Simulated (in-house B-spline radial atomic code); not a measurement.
Relativistic effects in Sr8+, [Ar] 3d10 4s2: non-relativistic Hartree-Fock (point nucleus) against Dirac-Hartree-Fock (Fermi nucleus of rms radius 4.224 fm), both averages of the configuration, computed with an all-electron radial atomic-structure program (B-spline basis).

```json
{"orbital": "1s1/2", "ε NR (Eh)": "-588.58", "ε Dirac (Eh)": "-600.55", "<r> NR (bohr)": "0.04017", "<r> Dirac (bohr)": "0.03915", "change of <r> (%)": "-2.6"}
{"orbital": "2s1/2", "ε NR (Eh)": "-85.166", "ε Dirac (Eh)": "?", "<r> NR (bohr)": "0.1765", "<r> Dirac (bohr)": "?", "change of <r> (%)": "?"}
{"orbital": "2p1/2", "ε NR (Eh)": "-77.779", "ε Dirac (Eh)": "-80.191", "<r> NR (bohr)": "0.1522", "<r> Dirac (bohr)": "0.1475", "change of <r> (%)": "-3.1"}
{"orbital": "2p3/2", "ε NR (Eh)": "-77.779", "ε Dirac (Eh)": "-77.655", "<r> NR (bohr)": "0.1522", "<r> Dirac (bohr)": "0.1516", "change of <r> (%)": "-0.4"}
{"orbital": "3s1/2", "ε NR (Eh)": "-18.112", "ε Dirac (Eh)": "?", "<r> NR (bohr)": "0.4975", "<r> Dirac (bohr)": "?", "change of <r> (%)": "?"}
{"orbital": "3p1/2", "ε NR (Eh)": "-15.318", "ε Dirac (Eh)": "-15.729", "<r> NR (bohr)": "0.4987", "<r> Dirac (bohr)": "0.4875", "change of <r> (%)": "-2.2"}
{"orbital": "3p3/2", "ε NR (Eh)": "-15.318", "ε Dirac (Eh)": "-15.32", "<r> NR (bohr)": "0.4987", "<r> Dirac (bohr)": "0.4971", "change of <r> (%)": "-0.3"}
{"orbital": "3d3/2", "ε NR (Eh)": "-10.339", "ε Dirac (Eh)": "-10.302", "<r> NR (bohr)": "0.4877", "<r> Dirac (bohr)": "0.4868", "change of <r> (%)": "-0.2"}
{"orbital": "3d5/2", "ε NR (Eh)": "-10.339", "ε Dirac (Eh)": "-10.23", "<r> NR (bohr)": "0.4877", "<r> Dirac (bohr)": "0.4902", "change of <r> (%)": "+0.5"}
{"orbital": "4s1/2", "ε NR (Eh)": "-5.6504", "ε Dirac (Eh)": "-5.7446", "<r> NR (bohr)": "1.235", "<r> Dirac (bohr)": "1.215", "change of <r> (%)": "-1.7"}
```

(1) What happens to 2s1/2?

(2) What happens to 3s1/2?

(3) What explains the pattern of contraction and expansion?

(4) By how much does the total energy change?

## Answers

(1) Its energy goes to -87.953 hartree and <r> to 0.1716 bohr (-2.72 %).

(2) Its energy goes to -18.629 hartree and <r> to 0.4868 bohr (-2.16 %).

(3) Expansion is seen in 3d5/2. The s and p1/2 orbitals contract directly, screen the nucleus better, and so push out orbitals that have little density near the nucleus; spin-orbit coupling adds to this for j = l + 1/2 and opposes it for j = l - 1/2.

(4) By -46.459 hartree, from -3113.479 to -3159.938.
